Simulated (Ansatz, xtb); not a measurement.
Two isomers of BCl2HOSi

Structure I is `[SiH]OB(Cl)Cl`, a singlet and structure II is `O=B[SiH](Cl)Cl`, a singlet. Both are isolated molecules in the gas phase, relaxed with BLYP-D3(BJ)/def2-SVP; the shapes shown needn't be the lowest conformers.

I (Å):

```yaml
atoms:
  - { symbol: B, position_ang: [0.5517, 0.2553, 0.1784] }
  - { symbol: Cl, position_ang: [-0.3579, 1.3928, 1.2001] }
  - { symbol: Cl, position_ang: [0.0163, -1.4356, 0.0403] }
  - { symbol: O, position_ang: [1.6416, 0.6713, -0.4844] }
  - { symbol: Si, position_ang: [2.7911, 1.2708, -1.5752] }
  - { symbol: H, position_ang: [4.0062, 1.0453, -0.6328] }
```

II (Å):

```xyz
6

B     0.2989   -0.0815   -2.0017
Cl    3.4332   -1.0568   -2.1026
Cl    1.6411   -1.0961    0.8186
O    -0.7365   -0.0884   -2.6370
Si    1.9999   -0.0784   -0.9582
H     2.4731    1.2992   -0.6493
```

Quicker runs give these differences E(II) − E(I): GFN2-xTB −13.0 kcal/mol; HF/STO-3G −17.7 kcal/mol (at GFN2-xTB geometries); r2SCAN-D4/def2-SVP −16.0 kcal/mol (at GFN2-xTB geometries).

**Question.** Estimate E(II) − E(I) at the level CCSD(T)/def2-SVP + ΔMP2/def2-TZVPP.

**Answer.** Calculated at CCSD(T)/def2-SVP + ΔMP2/def2-TZVPP: E(II) − E(I) = −17.7 kcal/mol, so structure II lies lower.

The same difference at several levels:

| level | geometry | E(II) − E(I) (kcal/mol) | departure from the last row (kcal/mol) | job, with rough time for the two |
| --- | --- | --- | --- | --- |
| GFN2-xTB | GFN2-xTB | −13.0 | +4.8 | optimisation, 0.19 s |
| HF/STO-3G | GFN2-xTB | −17.7 | +0.1 | single point, 0.34 s |
| r2SCAN-D4/def2-SVP | GFN2-xTB | −16.0 | +1.8 | single point, 2.5 s |
| BLYP-D3(BJ)/def2-SVP | BLYP-D3(BJ)/def2-SVP | −13.1 | +4.6 | optimisation, 18 s |
| HF/def2-SVP | BLYP-D3(BJ)/def2-SVP | −9.8 | +7.9 | part of the CCSD(T) run |
| MP2/def2-SVP | BLYP-D3(BJ)/def2-SVP | −18.5 | −0.8 | part of the CCSD(T) run |
| CCSD(T)/def2-SVP | BLYP-D3(BJ)/def2-SVP | −14.5 | +3.2 | single point |
| CCSD(T)/def2-SVP + ΔMP2/def2-TZVPP | BLYP-D3(BJ)/def2-SVP | −17.7 |  | single point, 16 s |

As drawn, II has 1 B=O, 1 B–Si, 2 Cl–Si in place of 1 O–Si, 1 B–O, 2 B–Cl.

None of the levels shown reverses the order. The largest departure from CCSD(T)/def2-SVP + ΔMP2/def2-TZVPP is that of HF/def2-SVP, 7.9 kcal/mol. The last row adds to CCSD(T) the change of the MP2 difference between the two basis sets, here −3.2 kcal/mol, a large step that makes the value less sure.

With harmonic frequencies from BLYP-D3(BJ)/def2-SVP (ideal gas, rigid rotor, one conformer each, 298.15 K, 1 atm): on the last row, ΔE + ΔZPE = −16.7, ΔH = −16.9, ΔG = −16.2 kcal/mol.

The correlated steps freeze 17 core orbitals. Programs: Ansatz 0.2.0, xtb 6.7.1; the last row on 1 thread of Intel(R) Xeon(R) 6975P-C (Granite Rapids) on a shared host.
